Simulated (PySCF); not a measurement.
Job file and geometry (Å, from GFN2-xTB) of an NMR shielding run on `N[SiH2][SiH2]CC(F)(F)F`, C$_{2}$H$_{8}$F$_{3}$NSi$_{2}$, PySCF, GIAO PBE0/pcSseg-1 NMR shielding, non-relativistic, gas phase; density fitting, a coarse starting grid and PySCF grid level 2 are the driver's defaults:

```
$ OMP_NUM_THREADS=1 python probes_run.py task.json out

{"job": {"kind": "nmr", "xc": "PBE0", "basis": "pcSseg-1"}, "charge": 0, "multiplicity": 1}
N      2.485374    -0.864949    -0.102457
Si     1.674336     0.251107     0.936581
Si     0.006534     1.199702    -0.358227
C     -1.295160    -0.093566    -0.935102
C     -2.160283    -0.520009     0.201802
F     -3.090641    -1.433895    -0.145621
F     -1.464841    -1.079006     1.211722
F     -2.842718     0.501972     0.750540
H      2.796493    -0.562098    -1.011900
H      3.167199    -1.493102     0.292365
H      1.252355    -0.571897     2.068842
H      2.541400     1.322603     1.470460
H     -0.763616     2.262749     0.294382
H      0.451798     1.763520    -1.645550
H     -0.814445    -0.984928    -1.334916
H     -1.951384     0.310741    -1.704331
```

Q: Write the output of this run.

A: 
```
coarse grid: 14704 points
cycle   1  E = -1013.3699650513  dE =  8.650e-01  |g| = 9.492e-01  |ddm| = 3.472e+00
cycle   2  E = -1013.2258703515  dE =  1.441e-01  |g| = 1.366e+00  |ddm| = 1.284e+00
cycle   3  E = -1013.5273750612  dE = -3.015e-01  |g| = 6.745e-02  |ddm| = 8.032e-01
cycle   4  E = -1013.5280824238  dE = -7.074e-04  |g| = 3.780e-02  |ddm| = 8.270e-02
cycle   5  E = -1013.5284121646  dE = -3.297e-04  |g| = 5.428e-03  |ddm| = 3.235e-02
cycle   6  E = -1013.5284196505  dE = -7.486e-06  |g| = 1.182e-03  |ddm| = 7.526e-03
final grid: 135048 points
cycle   7  E = -1013.5896237137  dE = -3.795e-05  |g| = 9.188e-03  |ddm| = 2.102e-02
cycle   8  E = -1013.5896067883  dE =  1.693e-05  |g| = 1.326e-02  |ddm| = 1.636e-02
cycle   9  E = -1013.5896405931  dE = -3.380e-05  |g| = 4.595e-04  |ddm| = 9.546e-03
cycle  10  E = -1013.5896406258  dE = -3.271e-08  |g| = 1.849e-04  |ddm| = 5.560e-04
cycle  11  E = -1013.5896406327  dE = -6.926e-09  |g| = 5.441e-05  |ddm| = 1.865e-04
cycle  12  E = -1013.5896406334  dE = -6.512e-10  |g| = 1.504e-05  |ddm| = 5.652e-05
converged SCF energy = -1013.5896406334

GIAO shielding tensors (ppm)
atom      isotropic    diamagn.    paramagn.     s11        s22        s33       span
  0 N      270.668     315.751     -45.083    227.570    267.673    316.762     89.192
  1 Si     399.219     879.137    -479.918    352.031    376.412    469.216    117.185
  2 Si     429.530     881.566    -452.036    395.459    429.202    463.929     68.470
  3 C      168.359     256.673     -88.315    151.845    157.233    195.998     44.154
  4 C       49.112     242.457    -193.345     39.447     48.144     59.744     20.296
  5 F      236.184     470.323    -234.139    142.099    227.629    338.823    196.724
  6 F      247.986     478.400    -230.414    158.944    247.586    337.427    178.483
  7 F      245.030     474.037    -229.007    153.881    248.013    333.197    179.316
  8 H       32.147      31.231       0.916     24.273     29.081     43.088     18.815
  9 H       31.589      29.021       2.568     23.411     27.022     44.333     20.922
 10 H       26.622      29.673      -3.051     23.791     25.672     30.403      6.612
 11 H       26.538      28.367      -1.829     22.378     24.934     32.301      9.923
 12 H       27.692      29.806      -2.114     23.404     26.929     32.742      9.338
 13 H       27.839      30.072      -2.233     24.267     25.875     33.376      9.110
 14 H       29.857      32.706      -2.849     26.088     28.850     34.633      8.545
 15 H       29.929      29.719       0.210     25.067     28.643     36.077     11.010
```

Q: Turn these shieldings into chemical shifts. References, each an isolated molecule treated in the same way: $^{15}$N (267.73 ppm) vs NH3; TMS for $^{29}$Si (349.16 ppm) and $^{13}$C (186.93 ppm) and $^{1}$H (31.72 ppm); CFCl3 for $^{19}$F (170.95 ppm).

A: Averaging equivalent atoms: N 0: -2.9; Si 1: -50.1; Si 2: -80.4; C 4: 137.8; C 3: 18.6; F 5/6/7: -72.1; H 10/11: 5.14; H 12/13: 3.95; H 14/15: 1.82; H 8/9: -0.15 ppm. Unscaled 19F shifts against computed CFCl3 carry errors that often reach 10 to 50 ppm. Experimental scales use liquid or dissolved standards, which lie at an offset from isolated NH3 (liquid NH3: subtract about 20 ppm).

Size and cost of the density-fitted run: 190 basis functions, 55 s wall time on 1 thread of an Arm Neoverse N1, shared host; peak memory 0.84 GiB.
